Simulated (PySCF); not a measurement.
**WSe2, broken-symmetry Ms = 0: molecular constants**

These are results of UPBE0/[W def2-TZVP with ECP60, Se def2-TZVP], scalar-relativistic core potentials, density fitting, no spin–orbit coupling, PySCF, not measurements.

The structure is a minimum.

- Point group: C2v
- Bond lengths: W–Se 2.237 Å (×2)
- Bond angles: Se–W–Se 111.8°
- Highest occupied level (α): -5.82 eV
- Dipole moment: 3.15 D
- Principal polarisabilities: 81.7, 86.7, 143.9 bohr³
- Entropy at 298.15 K and 1 bar: 321.3 J/(mol K)
- Lowest empty level (α): -3.84 eV
- Rotational constants: 0.1252, 0.03076, 0.0247 cm⁻¹
- Spin squared ⟨S²⟩: 0.747
- Zero-point energy: 5.0 kJ/mol
- Enthalpy at 298.15 K above 0 K: 13.62 kJ/mol
- Rotational symmetry number: 2
- Heat capacity Cp at 298.15 K: 54.3 J/(mol K)
- Principal quadrupole moments (Buckingham, traceless) about the centre of mass: -4.74, -1.08, 5.82 D Å
- Atomisation energy without zero-point energy: 794 kJ/mol

Harmonic modes (masses in u: W 183.951, Se 79.917):
| symmetry | ω (cm⁻¹) | IR (km/mol) | type |
| --- | --- | --- | --- |
| a1 | 107 | 0.0 | bend |
| a1 | 361 | 4.0 | stretch |
| b2 | 368 | 36.7 | stretch |

In C2v the vibrations span 2a1 + b2. Here b1 is antisymmetric to the molecular plane and b2 lies in it.

Charges (e):
```
 atom  Mulliken  Löwdin  polar tensor  spin (Mulliken)  Mayer order to W1
   W1      0.51   -0.25          0.88            -0.19                  –
Se2,3     -0.26    0.13         -0.44             0.09               2.33
```

Mulliken populations on W1 (electrons outside its core potential): s 2.75, p 6.33, d 4.37, f 0.04.

The determinant is spin-contaminated (⟨S²⟩ = 0.75, pure value 0.00). Only a few start shapes were tried, so a lower isomer may exist. Spin–orbit coupling, left out here, can matter for elements this heavy.

The final relaxation and frequency run took 88 s on 4 threads of a shared Arm Neoverse V2 host, with 136 basis functions and 10 gradients; the process peaked at 1.4 GiB. Launch command: `OMP_NUM_THREADS=4 python axn.py task.json out`.
